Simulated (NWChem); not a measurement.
Correlation energy of O$_{2}$Si (-1)

```xyz
3

O     -1.4773     0.0000     0.2769
Si     0.0000     0.0000    -0.3164
O      1.4773     0.0000     0.2769
```
Charge -1, spin multiplicity 2.

Program: NWChem. Structure: optimised with UPBE/def2-SVP, a minimum by its harmonic frequencies.

Basis set: aug-cc-pVDZ. Each correlation energy counts from its own Hartree-Fock reference.

The correlated methods keep 7 core orbitals frozen. This spin state was chosen for the runs; another may lie lower. The structure started from a generated list of species. The unpaired electrons of the parent sit in orbitals of symmetry a1 (C2v labels of the run); other states weren't searched. The anion's geometry comes from a basis without diffuse functions. No SCF solution was tested for a lower state. Open-shell Hartree-Fock references start from PBE0 orbitals. Coupled-cluster values serve here as a point of comparison, not as the truth.

Question: One of these methods gave a correlation energy of -510.1 mHa. Which?
A) SCS-UMP2
B) CCSD on UHF
C) CCSD[T] on UHF
D) UMP2

Answer: D, UMP2. The others give -487.7 (SCS-UMP2), -504.8 (CCSD on UHF), -531.4 (CCSD[T] on UHF).
